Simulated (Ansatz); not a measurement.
Breaking the Si2–Cl1 bond in Cl2H2Si (SMILES Cl[SiH2]Cl) (multiplicity 1 held, fragments rigid). Energies count from the point at 2.052 Å.
Geometry at that point (charge 0, multiplicity 1):
```csv
atom,x (Å),y (Å),z (Å)
Cl,-1.6761,0.4337,-0.0037
Si,-0.0115,-0.7660,0.0237
Cl,1.6883,0.3828,-0.0216
H,-0.0165,-1.5412,1.2727
H,-0.0307,-1.6168,-1.1749
```

Signs of static correlation in cc-pV(D+d)Z, with CASSCF(6,4), from Ansatz (a first-principles code) runs.

| R (Å) | T1 of restricted CCSD | ⟨S²⟩ of UHF | largest double amplitude of restricted CCSD | weight of the CASSCF reference in MRCISD | CASSCF natural occupations |
|---|---|---|---|---|---|
| 1.642 | 0.007 | 0.000 | 0.030 | 0.880 | 2.00 2.00 1.99 0.01 |
| 1.847 | 0.008 | 0.000 | 0.027 | 0.878 | 2.00 2.00 1.99 0.01 |
| 2.052 | 0.009 | 0.000 | 0.024 | 0.878 | 2.00 2.00 1.99 0.02 |
| 2.257 | 0.010 | 0.000 | 0.032 | 0.877 | 2.00 2.00 1.98 0.02 |
| 2.462 | 0.011 | 0.000 | 0.057 | 0.877 | 2.00 2.00 1.96 0.04 |
| 2.770 | 0.015 | 0.000 | 0.110 | 0.877 | 2.00 2.00 1.93 0.07 |
| 3.078 | 0.023 | 0.494 | 0.158 | 0.876 | 2.00 2.00 1.86 0.14 |
| 3.591 | … | 0.900 | 0.285 | 0.877 | 2.00 2.00 1.63 0.37 |
| 4.104 | 0.083 | 0.986 | … | 0.878 | 2.00 2.00 1.34 0.66 |
| 4.720 | 0.124 | 1.007 | 0.803 | 0.878 | 2.00 2.00 1.14 0.86 |
| 5.541 | 0.149 | 1.010 | 1.063 | 0.878 | 2.00 2.00 1.02 0.98 |
| 6.567 | 0.150 | 1.010 | 1.136 | 0.878 | 2.00 2.00 1.00 1.00 |

Complete the blanks.


- 3.591, T1 of restricted CCSD: 0.046
- 4.104, largest double amplitude of restricted CCSD: 0.492

Doubts at one or more of the structures used: active orbitals that take no part (SC-NEVPT2 on CASSCF(6,4)/cc-pV(D+d)Z); a restricted determinant that unrestricted orbitals would lower (R-CCSD(T)/cc-pV(D+d)Z); other coupled-cluster roots lie near (R-CCSD(T)/cc-pV(D+d)Z); T1 above 0.05 (R-CCSD(T)/cc-pV(D+d)Z, U-CCSD(T)/cc-pV(D+d)Z); a spin-contaminated determinant (U-CCSD(T)/cc-pV(D+d)Z).
